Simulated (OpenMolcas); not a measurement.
## Ag2+: moving or changing the point charges

Ag2+ among 6 point charges of -1.7 e arranged as an octahedron (Oh), 1.82 Å from the ion.

```json
{"Program": "OpenMolcas 26.06", "Method": "CASSCF", "Basis": "ANO-RCC-VDZP [6s5p3d1f]", "Scalar Hamiltonian": "DKH2, point nucleus", "Active space": "9 electrons in 5 orbitals (4d)", "State averaging": "2S+1 = 2 even, 5 roots", "Spin-orbit coupling": "state interaction with AMFI integrals over the reference wave functions"}
```

Runs around this geometry, states (labels of O, the rotations of Oh). Energies in cm-1 above the lowest state or level, χT in cm3 K/mol; 10Dq is the gap between the two states.

```json
{"R (Å)": "1.82", "q (e)": "-1.36", "Ground state": "2E", "First state of that spin": "2T2 8450", "10Dq": "8450", "First gap with spin-orbit (degeneracies)": "7210 (4, 2)", "χT at 300 K": "0.722"}
{"R (Å)": "1.7", "q (e)": "-1.7", "Ground state": "2E", "First state of that spin": "2T2 14049", "10Dq": "14049", "First gap with spin-orbit (degeneracies)": "12683 (4, 2)", "χT at 300 K": "0.595"}
{"R (Å)": "1.82", "q (e)": "-1.7", "Ground state": "2E", "First state of that spin": "2T2 10550", "10Dq": "10550", "First gap with spin-orbit (degeneracies)": "9245 (4, 2)", "χT at 300 K": "0.662"}
```

Taking |10Dq| as R^-n, n = -ln(10550 / 14049) / ln(1.82 / 1.7) = 4.2 between the shortest and longest distance. The point-charge formula for a cubic d site gives n = 5.

Scaling the charges by -1.36 / -1.7 = 0.80 scales |10Dq| by 8450 / 10550 = 0.80; with fixed orbitals a first-order splitting would follow the charge.

An orbital doublet at a regular site is open to a Jahn-Teller distortion, which this geometry leaves out. Point charges carry no covalency, so the field is a model and not that of real ligands. No measured value stands beside these numbers.
